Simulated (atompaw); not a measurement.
u(r) = r·R(r): atom against pseudo-atom (Ag)

Columns: radius, all-electron u(r) and pseudo u(r) of the 5s shell (level -4.40 eV) of silver in the configuration [Ar] 3d10 4s2 4p6 4d10 5s1 5p0; PBE, scalar-relativistic, PAW (atompaw) scheme, atompaw 4.2.0.5.

```
r (bohr)  all-electron   pseudo
   0.058       -0.0672  -0.0548
   0.115       -0.0903  -0.1071
   0.173        0.0425  -0.1574
   0.231        0.1473  -0.2034
   0.288        0.1680  -0.2431
   0.346        0.1201  -0.2768
   0.404        0.0350  -0.3029
   0.462       -0.0590  -0.3207
   0.519       -0.1419  -0.3296
   0.577       -0.2067  -0.3298
   0.635       -0.2482  -0.3210
   0.692       -0.2665  -0.3040
   0.750       -0.2646  -0.2786
   0.808       -0.2453  -0.2457
   0.865       -0.2131  -0.2072
   0.923       -0.1705  -0.1625
   0.981       -0.1209  -0.1136
   1.038       -0.0681  -0.0625
   1.096       -0.0124  -0.0087
   1.154        0.0437   0.0458
   1.212        0.0989   0.0999
   1.269        0.1512   0.1516
   1.327        0.2020   0.2021
   1.385        0.2498   0.2498
   1.442        0.2938   0.2938
   1.500        0.3351   0.3351
```

(1) How many radial nodes do the two functions have?

(2) Is the pseudo-wave norm-conserving?

Answers

(1) The all-electron 5s function has n − l − 1 = 4 (the table is too coarse to show those close to the nucleus); the pseudo-wave has 1, since 1 lower shell of the same l stays in the valence.

(2) No, it belongs to a PAW set: the norm inside the radius is not constrained, and the difference is carried by the augmentation charge.
